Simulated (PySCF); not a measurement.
**Gas-phase XPS of `[SiH3]C/C=C\Cl`, computed**

Species: C3H7ClSi.
Z-matrix (Å and degrees, GFN2-xTB geometry), rows numbered from 1:
```
Si
C   1  1.9155
C   2  1.4809  1  110.61
C   3  1.3240  2  125.78  1   -93.56
Cl  4  1.7269  3  122.73  2    -1.24
H   1  1.4638  2  107.88  3  -178.97
H   1  1.4649  2  108.74  3   -59.66
H   1  1.4606  2  109.32  3    60.33
H   2  1.0897  1  108.85  3  -121.03
H   2  1.0898  1  109.51  3   121.12
H   3  1.0812  2  116.76  1    84.24
H   4  1.0775  3  124.10  2   179.08
```

Computed with delta-SCF UKS SCAN, pcX-2 on the ionised atom, pcseg-1 elsewhere, spin-free X2C (PySCF 2.14.0). Binding energies are ΔSCF values: E(core-ionised, relaxed orbitals) − E(ground state) at a fixed geometry, referred to the vacuum level.

Problem. List the computed XPS lines with their assignment.

Solution. 
```csv
atom(s),environment,level,binding energy (eV),2p1/2 (eV),above the level's lowest (eV),count
Si1,SiH3 silicon,Si 2p3/2,106.69,107.31,0.00,1
Cl5,vinyl chlorine,Cl 2p3/2,206.16,207.81,0.00,1
C2,sp3 carbon bound to silicon,C 1s,290.48,–,0.00,1
C3,alkene CH carbon,C 1s,290.69,–,+0.21,1
C4,vinylic C–Cl carbon,C 1s,291.47,–,+0.99,1
Si1,SiH3 silicon,Si 1s,1846.37,–,0.00,1
Cl5,vinyl chlorine,Cl 1s,2828.76,–,0.00,1
```

Lowest listed C 1s: C2, bonded to C, 2 H and Si. Highest, 0.99 eV above it: C4, bonded to Cl, C (double bond) and H. Summing the Pauling electronegativity differences to the bonded atoms, each weighted by its formal bond order, gives -1.35 for the lowest site and +0.26 for the highest; no listed site has a larger sum than the highest.

Problem. Give the binding energy of Si 2p3/2 of Si1 in hartree and in kJ/mol.

Solution. 106.69 eV = 3.9208 Eh = 10294 kJ/mol.

The 2p values aren't plain energy differences: one relaxed spin-free 2p hole is combined with a matrix within the shell (ground-state 2p orbital-energy differences and spin–orbit coupling). 2p3/2, the mean of its two sublevels, lies a third of the splitting below the shell's mean and 2p1/2 two thirds above it; the statistical areas are 2:1. 2p1/2 minus 2p3/2 (ligand field included): Si 0.62 eV, Cl 1.65 eV. Geometry: GFN2-xTB, one conformer, isolated molecule.
